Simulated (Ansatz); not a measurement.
PPAsAs tetrahedron (As2P2): single points at one geometry.

```yaml
crystal:
  periodic: [false, false, false]
  atoms:
    - {symbol: P, position_ang: [-0.943424, -0.902907, -0.458747]}
    - {symbol: P, position_ang: [-0.679308, 1.165852, 0.308335]}
    - {symbol: As, position_ang: [0.981021, 0.267150, -1.058264]}
    - {symbol: As, position_ang: [0.641711, -0.530095, 1.208675]}
basis:
  gaussian: {orbitals: 6-31G}
hamiltonian: {xc: {name: B3LYP}, dispersion: d4}
scf: {omitted_lower_state_checks: [starts]}
output: {orbitals: {seedname: orbitals}}
```

The file start.molden holds the orbitals of an earlier run on this structure, at another level or in another basis.

```sh
$ ansatz run in.yaml --threads 4 --pin off --events-out ev --progress --plain --max-ram 3916MiB
```

It prints (some lines left out):

```
Functional definition: B3LYP
787 factors; integrals over basis functions are off by at most 1.6e-4 eV
mean field evaluation 1: about -140241.2082 eV, gradient 1.1e1 eV
mean field evaluation 2: about -140240.7196 eV, gradient 1.6e1 eV
mean field evaluation 4: about -140241.5346 eV, gradient 5.2e-1 eV
mean field evaluation 8: about -140241.5533 eV, gradient 3.6e-2 eV
mean field evaluation 16: about -140241.5533 eV, gradient 2.9e-6 eV
mean field -140241.55333402 eV, -5153.7820258864 hartree, gradient 2.3e-6 eV, S^2 0.000000; 0 other end points of the search recorded, 0 dependent functions left out
reference -140241.55353748 eV, -5153.7820333631 hartree; 48, 48 occupied and 36, 36 virtual orbitals, 787 factors
Total energy: -140241.98432656 eV, -5153.7978645697 hartree
Checks for a lower state left out: starts
```

It took 1.1 s on 4 threads of Arm Neoverse V2 on a shared host.

First input, but with `gaussian: {orbitals: def2-SVP, initial_orbitals: start.molden}`, `hamiltonian: {xc: pbe0, dispersion: d4}` (abridged; 1.3 s):

```
Functional definition: PBE0
mean field -140219.64322164 eV, -5152.9768441073 hartree, gradient 7.1e-6 eV, S^2 0.000000
Total energy: -140219.85687964 eV, -5152.9846958940 hartree
Checks for a lower state left out: starts
```

First input, but with `gaussian: {orbitals: def2-TZVP, initial_orbitals: start.molden}`, `hamiltonian: {xc: {name: revPBE}, dispersion: d4}` (abridged; 1.4 s):

```
Functional definition: revPBE
mean field -140249.95578232 eV, -5154.0908101660 hartree, gradient 2.3e-5 eV, S^2 0.000000
Total energy: -140250.54285763 eV, -5154.1123847857 hartree
Checks for a lower state left out: starts
```

First input, but with `gaussian: {orbitals: def2-TZVP, initial_orbitals: start.molden}`, `hamiltonian: {xc: lda}` (abridged; 0.85 s):

```
Functional definition: SPW92
mean field -140016.64231018 eV, -5145.5166982104 hartree, gradient 1.7e-5 eV, S^2 0.000000
Total energy: -140016.64233935 eV, -5145.5166992821 hartree
Checks for a lower state left out: starts
```

As the first input, with `gaussian: {orbitals: def2-TZVPP, initial_orbitals: start.molden}`, `correlation: {method: ccsd_t}` and without the key `hamiltonian` (abridged; 10 s):

```
Functional definition: HF
mean field -140137.39035526 eV, -5149.9541070210 hartree, gradient 2.7e-6 eV, S^2 0.000000
28 core orbitals not correlated: weight in the atoms' cores, before any rotation towards them, 1.000 or more for the frozen orbitals, at most 0.000 for the correlated occupied ones
second order -22.35617842 eV of doubles, -0.00000000 eV of singles
cycle   1  -21.11590003 eV  change     1.2e0 eV  update   1.6e-1
cycle   2  -21.97860408 eV  change   -8.6e-1 eV  update   4.9e-2
cycle   3  -22.10640684 eV  change   -1.3e-1 eV  update   1.9e-2
cycle   4  -22.08571825 eV  change    2.1e-2 eV  update   5.3e-3
cycle   5  -22.08990042 eV  change   -4.2e-3 eV  update   2.5e-3
cycle   6  -22.08949393 eV  change    4.1e-4 eV  update   7.1e-4
cycle   7  -22.08889390 eV  change    6.0e-4 eV  update   2.8e-4
cycle   8  -22.08894399 eV  change   -5.0e-5 eV  update   9.1e-5
cycle   9  -22.08894918 eV  change   -5.2e-6 eV  update   2.2e-5
perturbative correction -1.41346304 eV, -0.0519438085 hartree
Total energy: -140160.89276748 eV, -5150.8178047395 hartree
Checks for a lower state left out: starts
```

As the first input, with `gaussian: {orbitals: def2-TZVP, initial_orbitals: start.molden}`, `hamiltonian: {xc: {name: LC-wPBE}}` (abridged; 2.2 s):

```
Functional definition: LC-wPBE
mean field -140239.68293799 eV, -5153.7132901000 hartree, gradient 6.2e-5 eV, S^2 0.000000
Total energy: -140239.68293800 eV, -5153.7132901001 hartree
Checks for a lower state left out: starts
```

As the first input, with `gaussian: {orbitals: def2-TZVP, initial_orbitals: start.molden}`, `hamiltonian: {xc: {name: wB97X-V}}` (abridged; 6 s):

```
Functional definition: wB97X-V
mean field -140248.18895922 eV, -5154.0258806143 hartree, gradient 8.2e-6 eV, S^2 0.000000
Total energy: -140248.18895778 eV, -5154.0258805615 hartree
Checks for a lower state left out: starts
```

Geometry: r2SCAN-D4/def2-SVP.

The 6-31G sets use Cartesian d functions. LC-ωPBE has ω = 0.4 bohr⁻¹. B3LYP takes the VWN-RPA correlation. Correlated methods freeze 28 core orbitals; core or outer-core shells of As are correlated, in sets that lack core-valence functions.
